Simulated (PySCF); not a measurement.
Species: C₄H₄F₂O₃.
SMILES: `C=C(OC(F)F)C(=O)O`

Vertical excitations from PySCF (density fitting, frozen core in the response, grid level 2 and gas phase unless stated; continuum runs use non-equilibrium linear response for the excitations) on a GFN2-xTB geometry. Reference run:

| settings | S1, eV (f) | S2, eV (f) | S3, eV (f) | S4, eV (f) | S5, eV (f) | S6, eV (f) | T1, eV (Tamm–Dancoff) | mean α (au) |
| --- | --- | --- | --- | --- | --- | --- | --- | --- |
| wB97X-D/def2-SVPD, full TDDFT, 8 singlets | 5.24 (0.023) | 5.84 (0.222) | 7.50 (0.082) | 7.72 (0.013) | 7.88 (0.021) | 8.39 (0.045) | 3.63 | 62.9 |

**Question.** What do these settings give: (1) BP86/3-21G, IEF-PCM water, full TDDFT, 6 singlets; (2) PW91/def2-SVPD, fitting basis def2-qzvpp-jkfit, energy threshold 1e-06 Eh, full TDDFT, 6 singlets?

**Answer.** 
```csv
settings,"S1, eV (f)","S2, eV (f)","S3, eV (f)","S4, eV (f)","S5, eV (f)","S6, eV (f)","T1, eV (Tamm–Dancoff)",mean α (au)
"BP86/3-21G, IEF-PCM water, full TDDFT, 6 singlets",4.55 (0.012),5.27 (0.127),6.09 (0.011),6.35 (0.034),6.64 (0.009),6.88 (0.002),3.54,57.0
"PW91/def2-SVPD, fitting basis def2-qzvpp-jkfit, energy threshold 1e-06 Eh, full TDDFT, 6 singlets",4.44 (0.015),5.00 (0.108),6.02 (0.009),6.06 (0.013),6.30 (0.028),6.69 (0.045),3.36,66.7
```

(1) S1 moves by -0.69 eV; functional, basis and environment change together, so the shift can't be laid on one. (2) S1 moves by -0.80 eV (PW91 has no exact exchange, wB97X-D range-separated exact exchange). States are counted by energy in each run and needn't keep their character from row to row.

**Question.** Give the leading configurations of S1 (H = HOMO, L = LUMO) and the HOMO–LUMO gap of each run.

**Answer.** 
```tsv
settings	S1 configurations (weight)	S1 (eV)	orbital gap (eV)	S1 − gap (eV)
wB97X-D/def2-SVPD, full TDDFT, 8 singlets	H−1→L 0.69, H→L 0.24	5.24	9.81	-4.57
BP86/3-21G, IEF-PCM water, full TDDFT, 6 singlets	H−1→L 0.50, H→L 0.49	4.55	4.10	+0.45
PW91/def2-SVPD, fitting basis def2-qzvpp-jkfit, energy threshold 1e-06 Eh, full TDDFT, 6 singlets	H−1→L 0.59, H→L 0.40	4.44	3.93	+0.51
```

The structure is a single GFN2-xTB conformer; no vibrational corrections.

Shape of the structure used: `[CH2:1]=[C:2]([O:3][CH:4]([F:5])[F:6])[C:7](=[O:8])[OH:9]`: C1–C2–O3–C4 -157°, C2–O3–C4–F5 165°, C1–C2–C7–O8 -159°, H–O9–C7–C2 -179°.

The pairwise dispersion term of wB97X-D wasn't added to the energies; at a given geometry it leaves orbitals and properties as they are.
